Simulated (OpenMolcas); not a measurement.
# Rh3+: moving or changing the point charges

Rh3+ among 8 point charges of -1.2 e arranged as a cube (Oh), 2.08 Å from the ion.

```json
{
  "Program": "OpenMolcas",
  "Method": "SS-CASPT2, IPEA 0.25 Eh, imaginary shift 0.1 Eh (closed shells correlated: 4s 4p)",
  "Basis": "ANO-RCC-VDZP [6s5p3d1f]",
  "Scalar Hamiltonian": "DKH2, point nucleus",
  "Active space": "6 electrons in 5 orbitals (4d)",
  "State averaging": "2S+1 = 5 even, 5 roots; 2S+1 = 3 even, 45 roots; 2S+1 = 1 even, 50 roots",
  "Spin-orbit coupling": "RASSI with atomic mean-field integrals over the reference wave functions"
}
```

Runs around this geometry, states (labels of O, the rotations of Oh). Energies in cm-1 above the lowest state or level, χT in cm3 K/mol.

```tsv
R (Å)	q (e)	Ground state	First state of that spin	First gap with spin-orbit (degeneracies)	χT at 300 K	First state of another spin
1.88	-0.78	5E	5T2 4920	110 (1, 3)	3.994	3T1 16380
1.73	-1.2	5E	5T2 11220	97 (1, 3)	3.387	3T1 11570
2.08	-1.2	5E	5T2 4930	120 (1, 3)	3.993	3T1 16440
```

Taking the first state of the same spin as R^-n, n = -ln(4930 / 11220) / ln(2.08 / 1.73) = 4.5 between the shortest and longest distance.

Roots that are degenerate in the reference are averaged as groups; the widest CASPT2 spread within a group is 440 cm-1 (the 3-fold group of multiplicity 3 near 54200 cm-1 above the lowest state of its run, R = 1.73, q = -1.2). Shifts and gaps below about the spread of the groups concerned are not significant. An orbital doublet at a regular site is open to a Jahn-Teller distortion, which this geometry leaves out. Point charges give a weaker field than real ligands, and real ions of this kind are as a rule low spin; the high spin found here belongs to the model. Free-ion shares, where given, are those of the reference states; single-state CASPT2 does not remix them. The ground term spreads over less than 5000 cm-1, several times less than with real ligands, so orbital moments are less quenched and χT lies further from the spin-only value than at real sites (holds for R = 1.88, q = -0.78; R = 2.08, q = -1.2). Point charges carry no covalency, so the field is a model and not that of real ligands. No measured value stands beside these numbers.
